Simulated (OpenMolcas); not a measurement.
Mo III: from CASSCF to CASPT2

```yaml
Program: OpenMolcas
Basis: ANO-RCC-VTZP [7s6p4d2f1g]
Scalar_Hamiltonian: DKH2, point nucleus
Active_space: 4 electrons in 5 orbitals (4d)
State_averaging: 2S+1 = 5 even, 5 roots; 2S+1 = 3 even, 45 roots kept (CI in the orbitals of an earlier block); 2S+1 = 1 even, 50 roots kept (CI in the orbitals of an earlier block)
Spin-orbit_coupling: RASSI with atomic mean-field integrals over the reference wave functions, term energies averaged over their components
```

Methods on the same reference wave functions:
A. CASSCF
B. SS-CASPT2, IPEA 0.25 Eh, imaginary shift 0.1 Eh (closed shells correlated: 4s 4p)
C. MS-CASPT2, IPEA 0.25 Eh, imaginary shift 0.1 Eh (closed shells correlated: 4s 4p)

Energies in cm⁻¹ above 4d⁴ ⁵D₀, the measured ground level; measured values from Sugar and Musgrove, J. Phys. Chem. Ref. Data 17, 155 (1988).

```json
{"Level": "4d⁴ ⁵D₀", "A": "0.0", "B": "0.0", "C": "0.0", "Measured": "0.0"}
{"Level": "4d⁴ ⁵D₁", "A": "218", "B": "236", "C": "235", "Measured": "242"}
{"Level": "4d⁴ ⁵D₂", "A": "619", "B": "655", "C": "654", "Measured": "668"}
{"Level": "4d⁴ ⁵D₃", "A": "1162", "B": "1203", "C": "1202", "Measured": "1224"}
{"Level": "4d⁴ ⁵D₄", "A": "1815", "B": "1845", "C": "1844", "Measured": "1872"}
{"Level": "4d⁴ ³H₄", "A": "15883", "B": "13810", "C": "13810", "Measured": "12680"}
{"Level": "4d⁴ ³P₀(1)", "A": "16313", "B": "12300", "C": "12300", "Measured": "11149"}
{"Level": "4d⁴ ³H₅", "A": "16375", "B": "14370", "C": "14370", "Measured": "13276"}
{"Level": "4d⁴ ³H₆", "A": "16853", "B": "14890", "C": "14890", "Measured": "13811"}
{"Level": "4d⁴ ³P₁(1)", "A": "17554", "B": "13550", "C": "13550", "Measured": "12510"}
{"Level": "4d⁴ ³F₃(1)", "A": "18428", "B": "15200", "C": "15190", "Measured": "13948"}
{"Level": "4d⁴ ³F₂(1)", "A": "18512", "B": "15220", "C": "15210", "Measured": "13929"}
{"Level": "4d⁴ ³F₄(1)", "A": "18665", "B": "15500", "C": "15500", "Measured": "14296"}
{"Level": "4d⁴ ³P₂(1)", "A": "19473", "B": "15430", "C": "15420", "Measured": "14358"}
{"Level": "4d⁴ ³G₃", "A": "20319", "B": "17150", "C": "17150", "Measured": "15871"}
{"Level": "4d⁴ ³G₄", "A": "20730", "B": "17560", "C": "17570", "Measured": "16283"}
{"Level": "4d⁴ ³G₅", "A": "21032", "B": "17950", "C": "17950", "Measured": "16714"}
{"Level": "4d⁴ ¹I₆", "A": "24391", "B": "21460", "C": "21460", "Measured": "20290"}
{"Level": "4d⁴ ³D₃", "A": "25665", "B": "20830", "C": "20830", "Measured": "19488"}
{"Level": "4d⁴ ³D₂", "A": "25816", "B": "20960", "C": "20960", "Measured": "19577"}
{"Level": "4d⁴ ³D₁", "A": "26066", "B": "21260", "C": "21260", "Measured": ""}
{"Level": "4d⁴ ¹G₄(1)", "A": "26090", "B": "22270", "C": "22270", "Measured": "20612"}
{"Level": "4d⁴ ¹S₀(1)", "A": "29911", "B": "24480", "C": "24440", "Measured": "22990"}
{"Level": "4d⁴ ¹D₂(1)", "A": "31584", "B": "25300", "C": "25290", "Measured": "22806"}
```

Deviations, from unrounded energies. A percentage is the sum of absolute deviations over the sum of measured energies, with the sign that they share, or ± where signs differ.

```tsv
Against measurement	Levels	A	B	C
mean absolute deviation (cm-1)	22	4100	1100	1100
fine structure of the ground term (%)	4	-4.8	-1.7	-1.8
other terms of the ground configuration (%)	18	+30.2	+8.0	+8.0
```

B, C lie about equally close to measurement and A furthest from it. The largest miss of C in the table is 4d⁴ ¹D₂(1), by +2500 cm-1. The ranking rests on the paired levels alone, and a cruder setting can come out closer through cancelling errors.

Between B and C the level of the table that moves most is 4d⁴ ¹S₀(1), by 36 cm-1 (lowest in C, highest in B). Moves below CASPT2's spread within the term are not significant.

The two smallest mean deviations differ by little beside CASPT2's spread within terms, so their order carries little weight.

From A to B the spin-free energies of the other terms of 4d⁴ shown, above ⁵D, scale by factors of 0.76 to 0.87, as is usual when dynamic correlation screens the repulsion within a d or f shell.

The lowest spin-free term lies below A's lowest term by 0.329 hartree in B, 0.329 hartree in C.

Term energies are means over components that CASPT2 splits; among the terms shown or strongly mixed into the levels shown the widest spread is 1500 cm-1 (4d⁴ ¹I, C). Levels of configurations with an s electron are missing; early in the row they begin among the upper levels of the d shell and mix with terms of their name. Some levels mix across a computed gap that differs much from the measured one, so their mixing is not that of the real levels. Terms from blocks run as CI alone lack orbitals of their own. Without dynamic correlation excited terms often stand tens of per cent too high (terms of higher spin than the ground term too low), and those without a measured partner can miss by more than the paired ones (holds for A). The CASPT2 spread within a term exceeds the gap to the next term for 4d⁴ ³P(1) and 4d⁴ ³H, 4d⁴ ³D and 4d⁴ ¹I, 4d⁴ ¹I and 4d⁴ ¹G(1), so the order of their levels is uncertain (holds for C). Measured partners are found by configuration, term and J. A level has none where our copy of the source lacks it or the pairing is in doubt (some pairs that miss far off the trend of their configuration count as doubtful), and it then counts in no deviation. Only configurations of the active space appear. The table leaves out levels that lie high or whose names do not pair safely across all columns.

A number in round brackets counts repeated terms of one configuration in the order of the reference energies.
